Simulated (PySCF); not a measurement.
First hyperpolarisability: SMILES C(#CCF)C#C/C=C\Br, C₇H₄BrF

Molfile (atoms numbered from 1):
```
C7H4BrF
     RDKit          3D

 13 12  0  0  0  0  0  0  0  0999 V2000
    4.2948    0.1265   -1.0753 F   0  0  0  0  0  0  0  0  0  0  0  0
    3.7235   -0.0046    0.1729 C   0  0  0  0  0  0  0  0  0  0  0  0
    2.2822    0.0030    0.0945 C   0  0  0  0  0  0  0  0  0  0  0  0
    1.0819    0.0179   -0.0485 C   0  0  0  0  0  0  0  0  0  0  0  0
   -0.2643    0.0301   -0.1678 C   0  0  0  0  0  0  0  0  0  0  0  0
   -1.4698    0.0445   -0.3066 C   0  0  0  0  0  0  0  0  0  0  0  0
   -2.8588    0.0589   -0.4492 C   0  0  0  0  0  0  0  0  0  0  0  0
   -3.7277   -0.0495    0.5579 C   0  0  0  0  0  0  0  0  0  0  0  0
   -3.2035   -0.2422    2.3623 Br  0  0  0  0  0  0  0  0  0  0  0  0
    4.0858   -0.9534    0.5901 H   0  0  0  0  0  0  0  0  0  0  0  0
    4.0848    0.8376    0.7777 H   0  0  0  0  0  0  0  0  0  0  0  0
   -3.2373    0.1668   -1.4587 H   0  0  0  0  0  0  0  0  0  0  0  0
   -4.7959   -0.0351    0.4187 H   0  0  0  0  0  0  0  0  0  0  0  0
  1  2  1  0
  2  3  1  0
  3  4  3  0
  4  5  1  0
  5  6  3  0
  6  7  1  0
  7  8  2  0
  8  9  1  0
  2 10  1  0
  2 11  1  0
  7 12  1  0
  8 13  1  0
M  END
```

Computed, not measured: quadratic response B3LYP/def2-SVPD first hyperpolarisability, Taylor convention, gas phase in PySCF 2.14.0. Geometry: GFN2-xTB.

The calculation is non-relativistic, which matters for the atoms heavier than Zn.

Give β for the processes computed.

In au, Taylor convention; the vector part is βᵢ = ⅓ Σⱼ (βᵢⱼⱼ + βⱼᵢⱼ + βⱼⱼᵢ); β∥ is 3/5 of the vector part along the dipole, the dipole points from − to +:
| process | λ (nm) | β vector norm | β∥ | β HRS | depolarisation ratio |
| --- | --- | --- | --- | --- | --- |
| static β(0;0,0) | ∞ | 278.3 | -164.0 | 112.2 | 5.49 |
| second harmonic β(−2ω;ω,ω) | 1907 | 308.1 | -179.6 | 125.8 | 5.27 |
| Pockels β(−ω;ω,0) | 1907 | 287.5 | -168.8 | – | – |
| second harmonic β(−2ω;ω,ω) | 1340 | 347.3 | -199.6 | 143.8 | 5.05 |
| Pockels β(−ω;ω,0) | 1340 | 297.6 | -174.1 | – | – |

Which lowest excitations, dipole and polarisabilities go with it?

S1 3.97 eV (f = 0.000); S2 4.11 eV (f = 0.000); S3 4.11 eV (f = 0.219); dipole 1.33 D; isotropic α 127.9 au static, 128.8 au at 1907 nm, 129.7 au at 1340 nm, 131.6 au at 953.5 nm, 135.9 au at 670 nm.
